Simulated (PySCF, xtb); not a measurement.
C₂H₉NOSi₂, SMILES N1([SiH2][Si@@H](C1)O)C. The values are those of a single conformer.

Harmonic wavenumbers (cm⁻¹) from GFN2-xTB (xtb 6.7.1) at its own minimum, in rising order: 81, 108, 135, 191, 207, 241, 294, 358, 402, 438, 513, 544, 653, 682, 700, 723, 766, 778, 837, 891, 1012, 1104, 1143, 1176, 1212, 1313, 1418, 1484, 1503, 1512, 2103, 2158, 2161, 2854, 2871, 2906, 2916, 3019, 3619.

Problem. What does ωB97X-D3(BJ)/def2-SVP (PySCF) give at its own minimum? (Estimate from the structure and the level; the computed values follow.)

Solution. 55, 128, 154, 205, 213, 247, 305, 376, 452, 503, 653, 668, 679, 723, 741, 805, 859, 864, 949, 1011, 1025, 1134, 1184, 1193, 1260, 1326, 1451, 1463, 1481, 1504, 2200, 2218, 2227, 3006, 3010, 3058, 3075, 3142, 3938. Paired by order, the mean absolute difference is 67 cm⁻¹ and the zero-point energies are 67.2 and 70.7 kcal/mol.
